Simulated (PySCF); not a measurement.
A structure optimised at PBE-D3(BJ)/def2-SVP, used in a PySCF frequency run:

```
O
Si 1 1.6737
Si 1 1.6737 2 141.73
H 3 1.4999 1 107.92 2 -180.00
H 2 1.4999 1 107.92 3 180.00
H 3 1.5061 4 109.53 1 -120.40
H 3 1.5061 4 109.53 6 -119.20
H 2 1.5061 5 109.53 1 -120.40
H 2 1.5061 5 109.53 8 -119.20
```

Q: Write its SMILES, formula and point group.

A: [SiH3]O[SiH3], H6OSi2, C2v

Q: What are its rotational constants (standard atomic weights)?

A: 32.040, 2.9254, 2.8643 GHz
